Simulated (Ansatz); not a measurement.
Isolated molecules relaxed with PBE0-D4/def2-TZVP in Ansatz; ΔE leaves out vibrations. CCSD(T)/CBS adds triple-zeta CCSD(T) − MP2 to the extrapolated MP2 energy (def2 sets, frozen cores). Functionals use def2-TZVPP. HSE06 is defined as in plane-wave codes. Open shells (•) are unrestricted, without spin–orbit coupling. def2 core potentials past Kr. For In outer-core shells are correlated without core-valence functions, which leaves a few kJ/mol of doubt a bond.

Reaction (homolysis of the C–In bond): `F[CH](F)[InH2]` → `F[CH]F`• + `[InH2]`•

| level | ΔE (kJ/mol) | difference from CCSD(T)/CBS |
| --- | --- | --- |
| revPBE-D4 | 223.3 | -32.5 |
| r2SCAN-D4 | 219.7 | -36.1 |
| r2SCAN0-D4 | 213.9 | -41.9 |
| ωB97M-V | 248.5 | -7.3 |
| r2SCAN0 | 212.4 | -43.4 |
| HSE06 | 225.3 | -30.5 |
| BHLYP | 213.2 | -42.6 |
| LC-ωPBE | 233.0 | -22.8 |
| RPA@PBE/def2-TZVPP | 234.9 | -20.9 |
| MP2/def2-SVP | 227.5 | -28.3 |
| CCSD(T)/def2-SVP | 221.7 | -34.1 |
| SCS-MP2/def2-TZVPP | 250.7 | -5.1 |
| CCSD/def2-TZVPP | 233.8 | -22.0 |
| MP2/def2-QZVPP | 258.9 | 3.1 |
| SCS-MP2/def2-QZVPP | 258.8 | 3.0 |
| HF/CBS(def2) | 132.2 | -123.6 |
| CCSD(T)/CBS | 255.8 | 0 |

Largest T1 diagnostic among the species: 0.018.

The D4 term adds +8.4 kJ/mol with B3LYP and +4.4 kJ/mol with PBE0; it sums over pairs of atoms, weighted by their polarisabilities, and B3LYP, whose exchange is more repulsive, gets the larger term. At CCSD(T), def2-SVP lies −34.1 kJ/mol from the extrapolated value and def2-TZVPP −13.1 kJ/mol: correlation converges slowly with the basis, and small sets miss more of it in the bonded molecule than in its fragments. In def2-TZVPP, CCSD(T) changes the Hartree–Fock value by +110.1 kJ/mol (the triples alone add +8.8 kJ/mol) and MP2 by +118.9 kJ/mol; breaking electron pairs costs correlation energy, which Hartree–Fock lacks.

B3LYP here is the variant with VWN-RPA as its local correlation; programs differ in this.
